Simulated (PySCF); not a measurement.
Delta-SCF ions had no search for a lower state. Excitations are Tamm–Dancoff values on a coarser integration grid. The basis has no diffuse functions, so Rydberg states are missing or too high.

## C₂H₂N₂, SMILES `C=NC#N` (charge 0, multiplicity 1)

All values below come from PBE-D3(BJ)/def2-TZVP // B3LYP-D3(BJ)/def2-TZVP (PySCF 2.14.0).

```
Property                                                                     Result
-------------------------------------------  --------------------------------------
HOMO                                                                       -7.16 eV
dipole moment                                                                4.31 D
LUMO                                                                       -3.56 eV
HOMO–LUMO gap                                                               3.61 eV
S1 excitation (TDA)                                                         3.83 eV
S1 oscillator strength                                                        0.001
brightest of the four lowest singlets (TDA)                                 5.86 eV
T1 excitation (TDA)                                                         3.31 eV
S1–T1 gap (TDA)                                                             0.52 eV
vertical ionisation energy (Delta-SCF)                                     10.77 eV
total energy                                                            -5080.80 eV
cost                                         about 70 core-seconds (a rough figure)
```

```xyz
6

C     -0.8950    -0.0973     0.4427
N      0.3264     0.0580     0.7620
C      1.2729     0.1423    -0.1776
N      2.1662     0.2272    -0.9071
H     -1.6262    -0.1606     1.2423
H     -1.2443    -0.1697    -0.5878
```
